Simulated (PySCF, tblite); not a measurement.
A set of runs on `CBCCCC`; the geometry of each is named by its level. Settings lines and outputs come from a driver script.

Compound: C5H13B.
Bonds: C1–B2, B2–C3, C3–C4, C4–C5, C5–C6. Hydrogens: H7, H8, H9 on C1; H10 on B2; H11, H12 on C3; H13, H14 on C4; H15, H16 on C5; H17, H18, H19 on C6.

Step 1: GFN2-xTB geometry optimisation, gas phase (tblite 0.8.0) (from a force-field or distance-geometry start)
```json
{"job": {"kind": "relax", "xc": "GFN2-xTB", "basis": "xTB"}, "charge": 0, "multiplicity": 1}
```
```
step      E/eV     max force
  0    -504.70123    0.789
  1    -504.77839    0.511
  2    -504.83174    0.259
...
172    -504.91076    0.022
173    -504.91086    0.023
174    -504.91093    0.021
175    -504.91097    0.013
176    -504.91098    0.007
```

Energy lowered by 4.8 kcal/mol over 176 steps; largest atomic force 0.007 eV/Å at the end. «max force» is the largest atomic force in eV/Å.

The run took 1.5 s on an Arm Neoverse N1 with one thread, shared host.

Step 2: GFN2-xTB harmonic vibrations, gas phase (tblite 0.8.0) (on the GFN2-xTB geometry)
```json
{"job": {"kind": "ir", "xc": "GFN2-xTB", "basis": "xTB"}, "charge": 0, "multiplicity": 1}
```
```
(table of modes left out)
```

51 modes from 21 to 3046 cm⁻¹ (unscaled, harmonic); zero-point energy 106.1 kcal/mol; all wavenumbers are real at this level.

Time: 0.82 s. Hardware: Arm Neoverse N1, one thread, shared host with 64 logical CPUs at a one-minute load of 61.

Step 3: TDDFT wB97X-D/def2-SVPD, vertical, gas phase, core orbitals frozen in the response (PySCF 2.14.0, density-fitted response routines) (on the GFN2-xTB geometry)
```json
{"job": {"kind": "uv", "xc": "wB97X-D", "basis": "def2-SVPD", "nstates": 8, "ntriplets": 3}, "charge": 0, "multiplicity": 1}
```
```
...
Static polarisability (au): isotropic 75.867, principal 63.789 75.008 88.803
Singlet excitations
state   eV       nm        f      main configurations
  1   6.0753    204.1   0.00122   H->L 0.90
  2   6.3438    195.4   0.00067   H-1->L 0.89
  3   8.1942    151.3   0.03091   H-2->L 0.57, H-4->L 0.23, H->L+1 0.15
  4   8.2120    151.0   0.02288   H->L+1 0.74, H-2->L 0.11
  5   8.4004    147.6   0.00039   H-5->L 0.39, H-3->L 0.30, H-6->L 0.14
  6   8.5439    145.1   0.02832   H-1->L+1 0.89
  7   8.7224    142.1   0.00297   H-5->L 0.39, H-3->L 0.36, H-8->L 0.11
  8   9.0534    136.9   0.03185   H->L+2 0.73
Triplet excitations (Tamm-Dancoff, eV): 5.6073 5.8401 7.8251
```

HOMO -10.13 eV, LUMO 1.27 eV; lowest singlet 6.08 eV; lowest triplet 5.61 eV (Tamm–Dancoff); mean polarisability 75.9 au.

Time: 89 s (with the writing of density and orbital grids); peak memory 0.97 GiB. Hardware: one thread of an Arm Neoverse N1, no GPU (shared host).

Geometry of the electronic-property runs (GFN2-xTB):
```
atom  x, y, z in Å
C1     2.5709    0.9165   -0.8218
B2     2.1445   -0.5870   -0.6680
C3     0.7060   -1.0437   -0.2154
C4    -0.3184    0.0374    0.1338
C5    -1.6713   -0.5550    0.5240
C6    -2.6894    0.5261    0.8665
H7     1.9543    1.6247   -0.2754
H8     3.6108    1.0888   -0.5516
H9     2.4916    1.1797   -1.8781
H10    2.9202   -1.4271   -0.9392
H11    0.8089   -1.7171    0.6430
H12    0.2872   -1.6768   -1.0062
H13    0.0556    0.6399    0.9646
H14   -0.4544    0.7006   -0.7231
H15   -2.0521   -1.1608   -0.3022
H16   -1.5425   -1.2157    1.3851
H17   -2.8536    1.1794    0.0119
H18   -2.3358    1.1342    1.6968
H19   -3.6423    0.0830    1.1478
```

 (This holds for the electronic-property runs.)

One conformer stands for the species.

wB97X-D is run here without its empirical dispersion term; that term would change no orbital, density or response property at a fixed geometry.
